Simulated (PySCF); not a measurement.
## Tm⁴⁹⁺: ionisation energy

Tm⁴⁹⁺ [Ar] 3d2 (3F) → Tm⁵⁰⁺ [Ar] 3d1 (2D), as a difference of total energies. Computed with PySCF 2.14 in an even-tempered Gaussian basis (17 s from 11 bohr⁻², ratio 2.5; 12 p from 15 bohr⁻², ratio 2.5; 7 d from 15 bohr⁻², ratio 2.5; 4 f from 51 bohr⁻², ratio 2.7; 3 g from 77 bohr⁻², ratio 2.7), with scalar relativity by spin-free X2C-1e. Correlated levels: outer shells: [Ne] frozen; virtual orbitals above 40 to 60 times the deepest correlated orbital energy dropped. The calculations carry no spin-orbit coupling.

```csv
method,ionisation energy (eV)
UHF,4308.0
LDA,4306.1
PBE,4307.3
PBE0,4307.9
r2SCAN,4309.8
M06,4306.0
revPBE,4307.3
MP2 (outer shells),4307.6
SCS-MP2 (outer shells),4307.5
```

Spin-orbit coupling is strong in these open shells (close to jj coupling). The scalar numbers leave it out and a first-order estimate fails, so it can dominate the gap to the real levels.

Breit and QED terms and the two-electron picture change are absent.

For comparison: 4335 ± 4 eV (theoretical estimate listed by NIST; NIST Atomic Spectra Database, ionization energies).
